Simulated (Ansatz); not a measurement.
`[NH2][Ge]([NH2])([Cl])[Cl]`, relaxed with RKS PBE0-D4/def2-TZVP in Ansatz from a PBE-D4/def2-SVP geometry. The force threshold is 0.005 eV/Å; the program also tests the step.

Charge 0, multiplicity 1.

Start:

```xyz
9

N    -0.146   -0.848    1.364
Ge   -0.124   -0.213   -0.346
N     0.521    1.493   -0.315
Cl    1.163   -1.269   -1.759
Cl   -2.172   -0.464   -1.059
H     0.796   -0.975    1.754
H    -0.667   -1.728    1.455
H     0.739    1.854   -1.251
H    -0.111    2.150    0.157
```

Q: How much energy does the relaxation release, and in how many steps? (Best estimate.)

A: Ansatz gave: 4.69 kJ/mol, in 5 steps.

Q: Which bonds change most? (Estimate.)

A: The calculation gave: Ge2–Cl5 from 2.183 to 2.150 Å; Ge2–Cl4 from 2.183 to 2.150 Å; N1–Ge2 from 1.824 to 1.804 Å; Ge2–N3 from 1.824 to 1.804 Å.

Q: Give the relaxed structure. (Best estimate.)

A: Computed: 
```xyz
9

N    -0.144   -0.852    1.331
Ge   -0.129   -0.221   -0.360
N     0.503    1.469   -0.328
Cl    1.130   -1.261   -1.759
Cl   -2.143   -0.478   -1.068
H     0.768   -0.912    1.763
H    -0.648   -1.717    1.456
H     0.728    1.854   -1.234
H    -0.066    2.118    0.198
```
